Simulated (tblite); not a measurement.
Start geometry of `CC[C@@](C)(C=O)CC[SiH3]` from a force field or distance geometry (Å):
```
atom  x, y, z in Å
C1    -2.1164    1.5932   -0.7514
C2    -2.0181    0.4295    0.2107
C3    -0.7430   -0.4673    0.0496
C4    -0.7801   -1.5406    1.1295
C5    -0.8766   -1.1816   -1.2914
O6    -0.1562   -0.9763   -2.2707
C7     0.5440    0.3906    0.1169
C8     1.8590   -0.4107    0.2276
Si9    3.4280    0.6035    0.1241
H10   -3.0810    2.1142   -0.5922
H11   -2.0958    1.2597   -1.7931
H12   -1.3300    2.3234   -0.5916
H13   -2.9203   -0.1899    0.1169
H14   -2.0347    0.8243    1.2396
H15   -0.0217   -2.3086    0.9678
H16   -0.6162   -1.1132    2.1426
H17   -1.7441   -2.0640    1.1616
H18   -1.7078   -1.9095   -1.3755
H19    0.5999    1.0418   -0.7560
H20    0.4836    1.0585    0.9961
H21    1.8757   -0.9481    1.1810
H22    1.8933   -1.1658   -0.5692
H23    4.6166   -0.2686    0.2600
H24    3.4835    1.3364   -1.1645
H25    3.4475    1.5934    1.2407
```

Problem. What comes out of this run: tblite, GFN2-xTB geometry optimisation, gas phase?

Solution. 
```
atom  x, y, z in Å
C1    -2.0846    1.5797   -0.7683
C2    -1.9849    0.4354    0.2349
C3    -0.7361   -0.4621    0.0653
C4    -0.7883   -1.5564    1.1395
C5    -0.8623   -1.1245   -1.2862
O6    -0.1866   -0.9121   -2.2529
C7     0.5524    0.3724    0.1504
C8     1.8365   -0.4499    0.2296
Si9    3.3925    0.6374    0.1144
H10   -3.0443    2.0809   -0.6587
H11   -2.0064    1.2096   -1.7881
H12   -1.3000    2.3140   -0.6075
H13   -2.8744   -0.1938    0.1425
H14   -1.9742    0.8422    1.2488
H15   -0.0272   -2.3128    0.9656
H16   -0.6263   -1.1181    2.1217
H17   -1.7601   -2.0463    1.1369
H18   -1.6942   -1.8594   -1.3269
H19    0.5999    0.9991   -0.7412
H20    0.4889    1.0290    1.0214
H21    1.8589   -1.0162    1.1621
H22    1.8448   -1.1771   -0.5839
H23    4.5791   -0.2106    0.2427
H24    3.4136    1.3504   -1.1622
H25    3.3722    1.6134    1.2092
```

The energy falls by 0.150 eV over 46 L-BFGS steps, the largest force on an atom goes from 2.47 to 0.008 eV/Å, and the atoms move by 0.057 Å rms after alignment. The bond that changes most is C5=O6 (aldehyde carbon to aldehyde oxygen), which shortens by 0.035 Å. Bonds longer at the end by more than 0.005 Å: 3 of 24; shorter: 15. Among the angles that change most is C3–C5–H18, from 116.1° to 112.7°. Rotational constants go from 1850, 707.3, 693.8 to 1870, 718.7, 711.1 MHz. The orientation of the end geometry is arbitrary; only internal coordinates are fixed.

Its GFN2-xTB frequencies are all real (lowest 50 cm⁻¹). The numbers are those of one conformer.

These are computed values.
